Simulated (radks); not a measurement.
The carbon ion C5+, 1s1. Method: non-relativistic Kohn-Sham, exchange-only PBE, spin-polarised, spherical densities, point nucleus; computed with a radial shooting solver on a logarithmic mesh with Libxc functionals. Every spin shell is full or empty, so the densities are truly spherical. Functionals are evaluated on that one density, not self-consistently. Rank these orbital-free kinetic functionals by their error against the exact value of the orbitals, and give that value: Thomas-Fermi, von Weizsacker, TF + vW/9, TF + vW/5, APBEK, revAPBEK, Perdew 92, Pearson, Ernzerhof.

Answer. Exact: 17.9614 hartree. From best to worst, with 100 (|E| - |E exact|)/|E exact| (equal figures are ties): von Weizsacker 0.00, APBEK +2.10, Pearson -2.33, TF + vW/9 +2.76, Perdew 92 +2.78, revAPBEK +2.99, Ernzerhof +6.67, Thomas-Fermi -8.35, TF + vW/5 +11.65.
